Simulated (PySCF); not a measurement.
BH2, charge +1, multiplicity 1. Atoms are numbered in the order given.

```xyz
3

B      0.0000     0.0000     0.0000
H      0.0000     0.0000    -1.1743
H      0.0000     0.0000     1.1743
```
Charge +1, spin multiplicity 1.

Coordinates come from a B3LYP-D3(BJ)/def2-TZVPD optimisation. The multiplicity is an assumed one; other spin states were not compared. The isomer is the one that the SMILES or the coordinates give; other isomers of the formula were not compared.

All values below come from B3LYP/pcSseg-2 (PySCF).

GIAO shieldings, no solvent; atoms alike by connectivity are averaged. δ = σ(ref) − σ: ¹¹B against BF3 (σ = 86.3 ppm); ¹H against TMS (σ = 31.68 ppm), references at their B3LYP-D3(BJ)/def2-TZVP geometries, non-relativistic.

Question: Estimate the chemical shifts. (The exact figures need the calculation; the answer reports its results.)

Answer: 
```json
[
 {"nucleus": "¹¹B", "atoms": "B1", "count": "1", "δ (ppm)": "93.0"},
 {"nucleus": "¹H", "atoms": "H2, H3", "count": "2", "δ (ppm)": "4.80"}
]
```
